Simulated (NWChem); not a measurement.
System meant: stibine (SbH$_{3}$); SMILES [SbH3]

Here is an NWChem input.

```
start job
memory heap 200 mb stack 900 mb global 1100 mb
geometry units angstroms noautoz
  Sb     0.000000     0.000000     0.032948
  H     -0.343600     1.369063    -0.928994
  H      1.357443    -0.386965    -0.928994
  H     -1.013843    -0.982098    -0.928994
end
basis spherical
  * library def2-svp
end
ecp
  Sb library def2-ecp
end
dft
  odft
  mult 2
  xc b3lyp
  iterations 150
  mulliken
end
task dft energy
```

End of the output:

```
 Summary of "ao basis" -> "" (spherical)
 ------------------------------------------------------------------------------
       Tag                 Description            Shells   Functions and Types
 ---------------- ------------------------------  ------  ---------------------
 *                          def2-svp                  on all atoms

                                 NWChem DFT Module
                                 -----------------

 Summary of "ao basis" -> "ao basis" (spherical)
 ------------------------------------------------------------------------------
       Tag                 Description            Shells   Functions and Types
 ---------------- ------------------------------  ------  ---------------------
 Sb                         def2-svp                10       26   4s4p2d
 H                          def2-svp                 3        5   2s1p

 Summary of "ao basis" -> "ao basis" (spherical)
 ------------------------------------------------------------------------------
       Tag                 Description            Shells   Functions and Types
 ---------------- ------------------------------  ------  ---------------------
 Sb                         def2-svp                10       26   4s4p2d
 H                          def2-svp                 3        5   2s1p

      Symmetry analysis of basis
      --------------------------

        a1         14
        a2          1
        e          26

  Rotation of axis
  number of electrons :                   26
  multiplicity        :                    2
 ------------------------------------------------------------------------
  no. of electrons and multiplicity not compatible                  26
 ------------------------------------------------------------------------
 ------------------------------------------------------------------------
  current input line :
    22: task dft energy
 ------------------------------------------------------------------------
 ------------------------------------------------------------------------
 There is an error in the input file
 ------------------------------------------------------------------------
 For more information see the NWChem manual at https://nwchemgit.github.io

0: no. of electrons and multiplicity not compatible:Received an Error in Communication
```

Find the fault in this run and fix the input.

The input was rejected before any calculation. Cause: the multiplicity doesn't fit the number of electrons (an even count wants an odd multiplicity, and the reverse). This input runs:
```
start job
memory heap 200 mb stack 900 mb global 1100 mb
geometry units angstroms noautoz
  Sb     0.000000     0.000000     0.032948
  H     -0.343600     1.369063    -0.928994
  H      1.357443    -0.386965    -0.928994
  H     -1.013843    -0.982098    -0.928994
end
basis spherical
  Sb library def2-svp
  H library def2-svp
end
ecp
  Sb library def2-ecp
end
dft
  xc b3lyp
  iterations 150
  mulliken
end
task dft energy
```
It converges to -242.10504 Ha (B3LYP/def2-SVP with def2 effective core potentials on Sb).
